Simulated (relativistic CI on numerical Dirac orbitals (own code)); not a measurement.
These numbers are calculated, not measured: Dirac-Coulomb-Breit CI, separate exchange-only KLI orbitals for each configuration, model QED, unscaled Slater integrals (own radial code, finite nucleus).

The strongest absorption lines from the ground level of an ion, among the configurations computed and to levels below about 345 eV (vacuum wavelength in nm, gf): 4.4935 (0.11), 4.8052 (0.043), 4.9002 (0.043), 5.0718 (0.45), 5.1635 (0.15).

(1) Which ion is it?
A. Cs³¹⁺
B. Cs³³⁺
C. Cs³⁵⁺
D. Ce³⁶⁺

Answers

(1) B. Cs³³⁺ has 22 electrons and the ground level 3s²3p⁶3d⁴ ³P0; the strongest line goes to 3s²3p⁵3d⁵ ³D°1. The pattern of lines fixes the number of electrons, and along that sequence the line energies rise steadily with the charge (about as its square where n changes within one kind of shell, about linearly where n is kept but much faster in heavy ions where fine structure, which grows about as Z⁴, sets the gap, and irregularly where shells cross), which fixes Z. Configurations outside the model, such as inner-shell arrays, can give stronger lines. At this charge energies of transitions that change n are usually good to better than 1 %, and those within a shell (Δn = 0) to a few per cent. Terms inside the open d or f shell come out 10 to 20 % too wide with unscaled integrals.

LS names give the leading component of a level, which can be under half, so a name can repeat, a term be missing and a line seem to break the LS rules.
